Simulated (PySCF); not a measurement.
Relaxation of doublet RhH4

Method: UPBE0/[Rh def2-TZVP with ECP28, H def2-TZVP], scalar-relativistic core potentials, density fitting, no spin–orbit coupling, PySCF. A (50,194) grid was used.

A start displaced from a saddle point along its imaginary mode, with no symmetry imposed:

Coordinates in bohr (charge 0 multiplicity 2):
```
Rh   -0.0049    0.0049    0.0000
H     2.0447   -0.1789    2.0713
H    -1.9047   -0.1788    2.3127
H     0.1788    1.9047   -2.3127
H     0.1786   -2.0447   -2.0713
```

Problem. What does it relax to?

Solution. It ends at Cs with Rh–H 1.505 Å (×2), Rh–H 1.613 Å (×2); H–Rh–H 90.8°, H–Rh–H 101.5° (×4), H–Rh–H 147.2° (after a last refinement on a finer grid). A frequency run shows 1 imaginary mode, down to 296i cm⁻¹, so it is a saddle point.

Problem. How much energy is released, and in how many steps?

Solution. 19.3 kJ/mol in 12 steps.

Other spin states or occupations of the open shell can lie lower.

The relaxation took roughly 40 core-seconds on a shared host.
